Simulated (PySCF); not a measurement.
Al(H)2(Me) (CH₅Al), SMILES [CH3][AlH2].

Coordinates come from a PBE0-D3(BJ)/def2-TZVP optimisation.

Method: PySCF with PBE0-D3(BJ)/def2-TZVP.

Frequencies are harmonic and unscaled.

Computed harmonic wavenumbers and intensities:
| mode | ν (cm⁻¹) | IR (km/mol) | Raman (Å⁴/amu) | depolarisation | moving atoms (share of kinetic energy) |
|---|---|---|---|---|---|
| 1 | 11 | 0.0 | 2.3 | 0.75 | H 100 % |
| 2 | 406 | 28.0 | 3.1 | 0.75 | H 96 % |
| 3 | 465 | 53.6 | 0.2 | 0.75 | H 94 % |
| 4 | 636 | 13.9 | 19.7 | 0.19 | C 49 %, Al 28 %, H 23 % |
| 5 | 709 | 200.8 | 2.4 | 0.64 | H 76 %, C 13 %, Al 11 % |
| 6 | 750 | 100.8 | 1.5 | 0.61 | H 74 %, C 19 % |
| 7 | 800 | 272.9 | 6.9 | 0.69 | H 92 %, Al 8 % |
| 8 | 1218 | 23.5 | 10.0 | 0.14 | H 80 %, C 20 % |
| 9 | 1437 | 1.4 | 3.4 | 0.72 | H 96 % |
| 10 | 1442 | 1.9 | 2.4 | 0.69 | H 95 % |
| 11 | 1909 | 139.3 | 252.1 | 0.06 | H 98 % |
| 12 | 1911 | 280.7 | 58.5 | 0.63 | H 95 % |
| 13 | 3032 | 3.4 | 153.3 | 0.01 | H 97 % |
| 14 | 3103 | 8.2 | 78.1 | 0.69 | H 91 %, C 9 % |
| 15 | 3134 | 8.3 | 77.4 | 0.73 | H 91 %, C 9 % |
